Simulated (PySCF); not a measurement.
# Assigning NMR signals

Molfile (atoms numbered from 1):
```
H13NOSi6
     RDKit          3D

 21 21  0  0  0  0  0  0  0  0999 V2000
   -1.6768   -0.3876   -1.7990 N   0  0  0  0  0  0  0  0  0  0  0  0
   -1.8960    0.3463   -0.2400 Si  0  0  2  0  0  4  0  0  0  0  0  0
   -0.5366    2.2347   -0.3423 Si  0  0  0  0  0  4  0  0  0  0  0  0
    1.7211    1.7133   -0.0943 Si  0  0  0  0  0  4  0  0  0  0  0  0
    2.2758   -0.4985   -0.5664 Si  0  0  0  0  0  4  0  0  0  0  0  0
    1.0177   -2.1035    0.5635 Si  0  0  0  0  0  4  0  0  0  0  0  0
   -1.0668   -1.2903    1.1802 Si  0  0  1  0  0  4  0  0  0  0  0  0
   -0.6614   -0.5597    2.5989 O   0  0  0  0  0  0  0  0  0  0  0  0
   -2.0601   -1.3044   -1.9640 H   0  0  0  0  0  0  0  0  0  0  0  0
   -1.8389    0.1771   -2.6171 H   0  0  0  0  0  0  0  0  0  0  0  0
   -3.3237    0.7049    0.0001 H   0  0  0  0  0  0  0  0  0  0  0  0
   -0.9562    3.1865    0.7030 H   0  0  0  0  0  0  0  0  0  0  0  0
   -0.7576    3.0119   -1.5758 H   0  0  0  0  0  0  0  0  0  0  0  0
    2.5621    2.6514   -0.8571 H   0  0  0  0  0  0  0  0  0  0  0  0
    2.1126    2.0040    1.2970 H   0  0  0  0  0  0  0  0  0  0  0  0
    2.1169   -0.7058   -2.0179 H   0  0  0  0  0  0  0  0  0  0  0  0
    3.7197   -0.7230   -0.3792 H   0  0  0  0  0  0  0  0  0  0  0  0
    0.8366   -3.2932   -0.2904 H   0  0  0  0  0  0  0  0  0  0  0  0
    1.7846   -2.6423    1.6995 H   0  0  0  0  0  0  0  0  0  0  0  0
   -2.0707   -2.3268    1.5202 H   0  0  0  0  0  0  0  0  0  0  0  0
   -1.3114   -0.1782    3.1806 H   0  0  0  0  0  0  0  0  0  0  0  0
  1  2  1  0
  2  3  1  0
  3  4  1  0
  4  5  1  0
  5  6  1  0
  6  7  1  0
  7  8  1  0
  7  2  1  0
  1  9  1  0
  1 10  1  0
  2 11  1  1
  3 12  1  0
  3 13  1  0
  4 14  1  0
  4 15  1  0
  5 16  1  0
  5 17  1  0
  6 18  1  0
  6 19  1  0
  7 20  1  1
  8 21  1  0
M  END
```

Computed data (PySCF 2.14.0 with density-fitted response routines): GFN2-xTB geometry, NMR shieldings at PBE0/pcSseg-1/GIAO. Single conformer, fast rotation and ring inversion assumed for equivalent nuclei, non-relativistic Hamiltonian, in vacuum.

Referencing at the same level of theory: TMS for 1H.

Q: Assign these signals to the numbered atoms. 1H NMR (600 MHz, computed): δ 6.41 (m, 1H), 5.69 (m, 1H), 3.80 (m, 1H), 3.77 (m, 1H), 3.75 (m, 1H), 3.72 (m, 1H), 3.68 (m, 1H), 3.60 (m, 1H), 3.60 (m, 1H), 3.56 (m, 1H), -0.13 (br s, 1H), -0.51 (br s, 2H).

A: 
```tsv
δ (ppm)	atoms	environment	reason
6.41	H20	hydrogen on a silicon bonded to O, 2 Si, in a 6-membered ring	–
5.69	H11	hydrogen on a silicon bonded to N, 2 Si, in a 6-membered ring	–
3.80	H19	hydrogen on a silicon bonded to 2 Si, in a 6-membered ring	–
3.77	H16	hydrogen on a silicon bonded to 2 Si, in a 6-membered ring	–
3.75	H15	hydrogen on a silicon bonded to 2 Si, in a 6-membered ring	–
3.72	H17	hydrogen on a silicon bonded to 2 Si, in a 6-membered ring	–
3.68	H14	hydrogen on a silicon bonded to 2 Si, in a 6-membered ring	–
3.60	H13	hydrogen on a silicon bonded to 2 Si, in a 6-membered ring	–
3.60	H12	hydrogen on a silicon bonded to 2 Si, in a 6-membered ring	–
3.56	H18	hydrogen on a silicon bonded to 2 Si, in a 6-membered ring	–
-0.13	H21	hydrogen on an oxygen bonded to Si	exchangeable; this is the value without hydrogen bonding to other molecules
-0.51	H9/H10	hydrogen on a nitrogen bonded to Si	exchangeable, gas-phase position
```

H19 and H16; H16 and H15; H15 and H17; H17 and H14; H14 and H13; H13 and H12; H12 and H18 lie closer than the usual error of such a calculation, so a measured spectrum could show them in the other order.

Exchangeable OH/NH protons stand at their gas-phase positions; hydrogen bonding in a real sample shifts them, mostly to higher δ. Multiplicities follow the n + 1 count of equivalent neighbours, as no J values were calculated; m marks all less simple cases, F and P coupling included.
